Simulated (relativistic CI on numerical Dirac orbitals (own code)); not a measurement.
**What each ingredient does to the levels of Cd12+**

Base calculation: Dirac-Coulomb-Breit CI, separate exchange-only KLI orbitals for each configuration, a model potential for QED, unscaled Slater integrals.

CI space (outside the closed core [Ar] 3d10): 4s2 4p6, 4s2 4p5 4d, 4s 4p6 4d, 4s2 4p5 4f, 4s 4p6 4f, 4s2 4p5 5s, 4s2 4p5 5p, 4s 4p6 5s, 4s2 4p5 5d, 4s 4p6 5p, 4s2 4p5 6s, 4s2 4p5 5f, 4s2 4p5 6p, 4s2 4p5 5g, 4p6 4d 4f, 4s 4p6 5d, 4s2 4p5 6d, 4s2 4p5 7s, 4s2 4p5 6f, 4s2 4p5 7p, 4s 4p6 6s, 4p6 4d2, 4p5 4d3, 4p5 4d2 4f, 4p5 4d2 5s, 4p5 4d2 5p, 4p6 4f2, 4p5 4d 4f2, 4p5 4f3, 4p5 4f2 5s, 4p5 4f2 5p, 4p6 4d 5s, 4p5 4d 4f 5s, 4p5 4d 5s2, 4p5 4d 5s 5p. Double excitations out of closed p, d and f shells are left out; levels of such configurations are missing from the list, as are those of other unlisted configurations, and high levels can miss mixing partners. These lack a partner that the ground configuration has and come out too high: 4s2 4p5 5d, 4s2 4p5 6s, 4s2 4p5 5f, 4s2 4p5 6p, 4s2 4p5 5g.

The lowest level and the first level of each name with at least 55 % of one term (blank where a level has no safe partner in the second run):

| Level | Base (cm⁻¹) | Shift (cm⁻¹) |
| --- | --- | --- |
| 4s2 4p6 1S_0 | 0 | 0 |
| 4s2 4p5 4d 3P°_0 | 472210 | +108 |
| 4s2 4p5 4d 3P°_1 | 479798 | +97 |
| 4s2 4p5 4d 3P°_2 | 494945 | +78 |
| 4s2 4p5 4d 3F°_4 | 495847 | +81 |
| 4s2 4p5 4d 3F°_3 | 497551 | +103 |
| 4s2 4p5 4d 3D°_3 | 528870 | +79 |
| 4s2 4p5 4d 3D°_1 | 549423 | +49 |
| 4s2 4p5 4d 1P°_1 | 692447 | +41 |
| 4s 4p6 4d 3D_1 | 898670 | +1167 |
| 4s 4p6 4d 3D_2 | 903101 | +1165 |
| 4s 4p6 4d 3D_3 | 910657 | +1154 |
| 4s 4p6 4d 1D_2 | 968503 | +1280 |
| 4s2 4p5 5s 3P°_2 | 1051982 | -422 |

At this charge energies of transitions that change n are usually good to better than 1 %, and those within a shell (Δn = 0) to a few per cent.

**Question.** One thing was changed in a second run, which moved the levels as shown. Which?
A. configuration mixing switched off
B. QED terms removed
C. Breit term removed

**Answer.** B. QED terms removed. QED shifts follow the density of s (and p1/2) electrons at the nucleus, so configurations move by their count of such electrons; where none moves, the smaller shifts of p3/2 electrons and of j = l + 1/2 against j = l − 1/2 set the pattern.

LS names give the leading component of a level, which can be under half, so a name can repeat, a term be missing and a line seem to break the LS rules.
